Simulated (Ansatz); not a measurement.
`[SH][Sn]([SH])[SH]`, charge 0, multiplicity 2.

Problem. Give a relaxed structure at PBE0-D4/def2-TZVP (Ansatz). (Best estimate.)

Solution. Computed: 
Cartesian coordinates in Å:
```
S 1.1997 -0.7110 -1.7828
Sn -0.7934 0.0987 -0.6451
S -0.2105 2.2184 0.3986
S -1.2798 -1.4710 1.1497
H 1.8631 0.4203 -1.4857
H -0.4925 1.7276 1.6183
H -0.2866 -2.2830 0.7471
```
Point group C3.
